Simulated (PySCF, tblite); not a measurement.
Isomers of C2H12N2OSi3, one GFN2-xTB conformer each. Single-point energies are computed at PBE0/pcSseg-1 (PySCF, gas phase, no added dispersion term), electronic only.

```tsv
SMILES	GFN2-xTB relative energy (kcal/mol)
CC(=O)N[Si@@H](N)[SiH2][SiH3]	83.2
N[Si@@H]1CC[Si@@H](N[SiH3])O1	10.3
CN(C=O)[SiH2]N([SiH3])[SiH3]	37.9
C[C@@H]1N[Si@H](N[SiH3])O[SiH2]1	0.0
```

Conformers: `[CH3:1][C:2](=[O:3])[NH:4][Si@@H:5]([NH2:6])[SiH2:7][SiH3:8]` with C1–C2–N4–Si5 -179°, C2–N4–Si5–N6 -130°, N4–Si5–N6–H -167° and 61°, N4–Si5–Si7–Si8 65°; `[NH2:1][Si@@H:2]1[CH2:3][CH2:4][Si@@H:5]([NH:6][SiH3:7])[O:8]1` with H–N1–Si2–C3 -66° and 74°, C4–Si5–N6–Si7 -72°, N1–Si2–C3–C4 -140°, Si2–C3–C4–Si5 31°, C3–C4–Si5–N6 -139°, C4–Si5–O8–Si2 7°; `[CH3:1][N:2]([CH:3]=[O:4])[SiH2:5][N:6]([SiH3:7])[SiH3:8]` with C1–N2–C3–O4 -179°, C1–N2–Si5–N6 -2°, N2–Si5–N6–Si7 92°; `[CH3:1][C@@H:2]1[NH:3][Si@H:4]([NH:5][SiH3:6])[O:7][SiH2:8]1` with N3–Si4–N5–Si6 84°, C1–C2–N3–Si4 -134°, C2–N3–Si4–N5 129°, N3–Si4–O7–Si8 -11°, Si4–O7–Si8–C2 6°.

**Question.** What does PBE0/pcSseg-1 give for the same structures?

**Answer.** 
```tsv
SMILES	PBE0/pcSseg-1 E (Eh)	PBE0/pcSseg-1 (kcal/mol)	GFN2-xTB (kcal/mol)	point group
N[Si@@H]1CC[Si@@H](N[SiH3])O1	-1136.07303	0.0	10.3	C1
C[C@@H]1N[Si@H](N[SiH3])O[SiH2]1	-1136.04756	16.0	0.0	C1
CN(C=O)[SiH2]N([SiH3])[SiH3]	-1135.98386	56.0	37.9	–
CC(=O)N[Si@@H](N)[SiH2][SiH3]	-1135.97676	60.4	83.2	C1
```

GFN2-xTB puts C[C@@H]1N[Si@H](N[SiH3])O[SiH2]1 lowest instead; measured from each level's own lowest isomer, the values differ by up to 22.8 kcal/mol (CC(=O)N[Si@@H](N)[SiH2][SiH3]: 83.2 against 60.4). As drawn, the lowest has an Si–O bond and an Si–C bond, which the highest lacks; the highest has a C=O bond, a C(=O)–N unit and an Si–Si bond, which the lowest lacks.

**Question.** Which frontier levels, dipoles and rotational constants go with these structures?

**Answer.** 
| SMILES | HOMO (eV, PBE0/pcSseg-1) | LUMO (eV) | dipole (D) | A, B, C (MHz) |
| --- | --- | --- | --- | --- |
| N[Si@@H]1CC[Si@@H](N[SiH3])O1 | -7.03 | 0.33 | 1.53 | 3190, 591.4, 535.1 |
| C[C@@H]1N[Si@H](N[SiH3])O[SiH2]1 | -6.71 | 0.33 | 1.55 | 2444, 671.0, 576.2 |
| CN(C=O)[SiH2]N([SiH3])[SiH3] | -7.54 | -0.10 | 3.50 | 1821, 729.7, 685.5 |
| CC(=O)N[Si@@H](N)[SiH2][SiH3] | -7.06 | -0.18 | 4.16 | 1302, 959.2, 613.5 |

**Question.** What happens when harmonic zero-point energies from GFN2-xTB frequencies are added?

**Answer.** 
```csv
SMILES,ZPE (kcal/mol),electronic (kcal/mol),with ZPE (kcal/mol)
N[Si@@H]1CC[Si@@H](N[SiH3])O1,89.1,0.0,0.0
C[C@@H]1N[Si@H](N[SiH3])O[SiH2]1,88.1,16.0,15.0
CN(C=O)[SiH2]N([SiH3])[SiH3],83.5,56.0,50.4
CC(=O)N[Si@@H](N)[SiH2][SiH3],86.2,60.4,57.5
```

The zero-point energies span 5.6 kcal/mol. The order is unchanged.
